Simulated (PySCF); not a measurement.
# One molecule, several mistakes: AlBGeH6N

These are calculations, not measurements. The program is PySCF 2.14.0, an open-source quantum chemistry code, run on an isolated molecule that a program drew, which may never have been made. The molecule is AlBGeH6N (charge 0, doublet), drawn as the SMILES string `[NH2][GeH2][B][AlH2]`.

Each row is a Hartree-Fock (HF) and frozen-core CCSD(T) single point in the cc-pV(D+d)Z basis, meant for a local HF minimum. Run 1 is clean. Each other run has one planted mistake out of seven kinds, and not every kind appears here: one electron removed, one electron added, multiplicity raised by two, geometry at a saddle point, minimal basis STO-3G, one bond length entered in bohr, all coordinates scaled. The reference is restricted for singlets and unrestricted otherwise, and also for a bond in bohr. Adding or removing an electron swaps singlet and doublet. Electrons count all cores. HOMO and LUMO are orbital energies over both spins, the gradient is its largest component, and the lowest frequency (negative if imaginary) is given only where the gradient is small. Bond lengths are over the 9 bonds as drawn. T1 is the CCSD diagnostic: over 0.02 (restricted) or 0.045 (unrestricted) a single reference is doubtful. Germanium has the cc-pVDZ-PP basis, with a core potential (ECP10MDF) in place of its 10 inner electrons, and its 3s, 3p and 3d shells are frozen in CCSD(T).

Geometry of the clean run:
```xyz
10
AlBGeH6N, angstrom
N    -0.4356   -1.3415    3.3080
Ge    0.5929   -1.9060    1.8789
B    -0.3422   -1.4454    0.0952
Al   -1.2518   -1.0433   -1.7288
H    -0.0267   -1.5373    4.2066
H    -1.3694   -1.7158    3.3089
H     0.8467   -3.4296    1.8637
H     1.9447   -1.2009    2.0391
H    -1.7053   -2.2475   -2.6503
H    -1.4835    0.4561   -2.1762
```

| run | electrons | basis functions | <S^2> | HOMO (eV) | LUMO (eV) | gradient (hartree/bohr) | lowest frequency (cm^-1) | mean bond (Å) | longest bond (Å) | T1 | HF (hartree) | CCSD(T) (hartree) | mistake |
|---|---|---|---|---|---|---|---|---|---|---|---|---|---|
| 1 | 63 | 104 | 0.759 | -8.40 | 0.64 | 2.4e-05 | 69 | 1.5830 | 2.077 | 0.0152 | -617.84399 | -618.30603 | no fault |
| 2 | 62 | 104 | 0.000 | -15.04 | -6.15 | 5.0e-02 | - | 1.5830 | 2.077 | 0.0179 | -617.57941 | -618.02985 | one electron removed |
| 3 | 63 | 104 | 1.644 | -8.23 | 0.47 | 7.9e-03 | - | 1.7357 | 2.919 | 0.0365 | -617.74817 | -618.20092 | ? |
| 4 | 63 | 104 | 0.764 | -8.31 | 0.54 | 5.8e-02 | - | 1.7113 | 2.246 | 0.0174 | -617.79678 | -618.27093 | ? |

**Which mistake was planted in run 3, and what did it cost?**

The mean bond changes by a factor of 1.096 and the longest by 1.405, so the molecule wasn't scaled as a whole. A length L in bohr read as angstrom grows by (1/0.5292 - 1) L = 0.890 L. The 9 bonds together grew by 9 x 0.1527 = 1.374 Å, which gives L = 1.545 Å. That is the length of one of the Ge-H bonds, 1.545 Å in the clean geometry. So the mistake is: one bond length entered in bohr. Subtracting run 1 and multiplying by 627.51 kcal/mol a hartree, the energy moved by 60.1 kcal/mol in HF and 66.0 kcal/mol in CCSD(T).

**Which mistake was planted in run 4, and what did it cost?**

The mean and the longest bond both change by the same factor, 1.081, and the gradient is no longer small. So the mistake is: all coordinates scaled. Subtracting run 1 and multiplying by 627.51 kcal/mol a hartree, the energy moved by 29.6 kcal/mol in HF and 22.0 kcal/mol in CCSD(T).

